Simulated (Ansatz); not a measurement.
Total energies of BCl2(OMe) (CH3BCl2O) from Ansatz at PBE0-D4/def2-TZVP, gas phase (1 Eh = 27.2114 eV = 2625.5 kJ/mol). The reference geometry is relaxed at B3LYP-D4/def2-SVP.

| state | geometry | energy (Eh) |
| --- | --- | --- |
| charge 0 singlet | reference | -1060.13617 |
| charge 1 doublet | reference | -1059.72647 |
| free B atom (doublet) | – | -24.61828 |
| free Cl atom (doublet) | – | -459.99739 |
| free O atom (triplet) | – | -75.01860 |
| free C atom (triplet) | – | -37.80537 |
| free H atom (doublet) | – | -0.50104 |

(1) Work out the vertical ionisation energy to the doublet.

(2) What is the binding energy per atom against free atoms?

(1) E(charge 1 doublet) − E(charge 0 singlet) = -1059.72647 − (-1060.13617) = 0.40970 Eh = 11.15 eV. For comparison, −ε of the highest occupied level is 8.91 eV at this level, 2.24 eV less.

(2) Atoms: 1 × (-24.61828) + 2 × (-459.99739) + 1 × (-75.01860) + 1 × (-37.80537) + 3 × (-0.50104) = -1058.94015 Eh. Binding: -1058.94015 − (-1060.13617) = 1.19602 Eh = 32.55 eV, or 4.07 eV for each of 8 atoms (no zero-point energy, no counterpoise term).
